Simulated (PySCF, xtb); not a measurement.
CH11NSi3, SMILES [SiH3][SiH2]N[SiH2]C.

GFN2-xTB in xtb 6.7.1 at its own geometry gives an orbital gap of 4.32 eV and a dipole moment of 0.71 D.

The structure is a stationary point at PBE0-D3(BJ)/def2-SVP. This is a generated structure with no PubChem entry under its InChIKey; it may be hypothetical. One conformer was computed; it need not be the lowest.

Task: What does PBE0/def2-TZVP run with PySCF give? (An estimate is asked for; the answer gives what the named calculation found.)

Result: gap 6.82 eV (levels -7.05 and -0.23 eV), dipole 0.94 D.
